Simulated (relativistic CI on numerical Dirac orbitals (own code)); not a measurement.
What each ingredient does to the levels of Ca X

Base calculation: Dirac-Coulomb-Breit CI, separate exchange-only KLI orbitals for each configuration, model QED (radiative potential, 1s self-energy scaled to tabulated hydrogen-like ionisation energies), unscaled Slater integrals.

CI space (outside the closed core [Ne]): 3s, 3p, 3d, 4s, 4p, 4d, 4f, 5s, 5p, 5d, 5f, 5g, 6s, 6p, 6d. Levels of other configurations are missing.

Variants: (1) valence Slater integrals scaled by 0.9; (2) QED terms removed; (3) one mean potential for all configurations. Shifts of the energy above 3s 2S_1/2, in cm⁻¹, for the lowest level and the first level of each name with at least 55 % of one term (blank where a level changes its place among those of its configuration and J or its character, or is not in the variant):

```csv
Level,Base,Δ(1),Δ(2),Δ(3)
3s 2S_1/2,0,0,0,0
3p 2P°_1/2,174435,0,+227,+23
3p 2P°_3/2,179461,0,+214,+22
3d 2D_3/2,417577,0,+217,-29
3d 2D_5/2,417937,0,+214,-30
4s 2S_1/2,829908,0,+127,+300
4p 2P°_1/2,896575,0,+214,+272
4p 2P°_3/2,898465,0,+209,+282
4d 2D_3/2,984472,0,+210,+260
4d 2D_5/2,984646,0,+209,+267
4f 2F°_5/2,1012047,0,+205,+550
4f 2F°_7/2,1012119,0,+205,+550
5s 2S_1/2,1170755,0,+168,+484
5p 2P°_1/2,1203000,0,+209,+478
5p 2P°_3/2,1203917,0,+207,+481
5d 2D_3/2,1245037,0,+207,+483
5d 2D_5/2,1245134,0,+207,+483
5f 2F°_5/2,1259281,0,+205,+568
5f 2F°_7/2,1259317,0,+205,+568
5g 2G_7/2,1260115,0,+204,+661
5g 2G_9/2,1260138,0,+204,+661
6s 2S_1/2,1344054,0,+185,+569
```

At this charge energies of transitions that change n are usually good to better than 1 %, and those within a shell (Δn = 0) to a few per cent.

Ionisation energy from the two ground configurations alone: base 210.663 eV. The NIST ASD value (semi-empirical) is 211.275 eV.
